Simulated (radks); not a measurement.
Ni2+, 26 electrons, occupied as [Ar] 3d8 (the NIST ground configuration). Calculated with a radial shooting solver on a logarithmic mesh with Libxc functionals: scalar-relativistic Kohn-Sham, PBE, spin-polarised, spherical densities, finite nucleus; open shells are filled with parallel spins first; Fermi nuclear charge, rms radius 3.7757 fm.

Local quantities along the radius. ELF = 1/(1 + alpha^2) is the electron localisation function; alpha = (tau - tau_W)/tau_unif compares the Pauli kinetic energy density with that of the uniform gas (summed over spins). tau is taken from the large components.

r (bohr)    ELF    alpha
0.002015  1.000  0.01685
0.002582  1.000  0.01710
0.003283  1.000  0.01766
0.004173  1.000  0.01860
0.005348  1.000  0.02011
0.006798  1.000  0.02230
0.008642  0.999  0.02557
0.01107   0.999  0.03078
0.01408   0.999  0.03880
0.01804   0.997  0.05277
0.02293   0.994  0.07709
0.02916   0.985   0.1241
0.03736   0.951   0.2277
0.0475    0.830   0.4530
0.06086   0.533   0.9361
0.07737   0.305    1.509
0.09836   0.322    1.450
0.126     0.563   0.8808
0.1602    0.769   0.5481
0.2037    0.812   0.4809
0.261     0.636   0.7560
0.3318    0.252    1.723
0.4252    0.248    1.740
0.5406    0.601   0.8149
0.6872    0.768   0.5493
0.8806    0.741   0.5915
1.119     0.570   0.8680
1.423     0.301    1.526
1.824     0.108    2.875
2.318     0.033    5.385
2.971     0.007    11.87
3.777     0.001    34.28

On this mesh the ELF has minima near r = 0.087, 0.37 bohr, which separate the shells, and maxima near 0.20 (0.81), 0.78 (0.77).
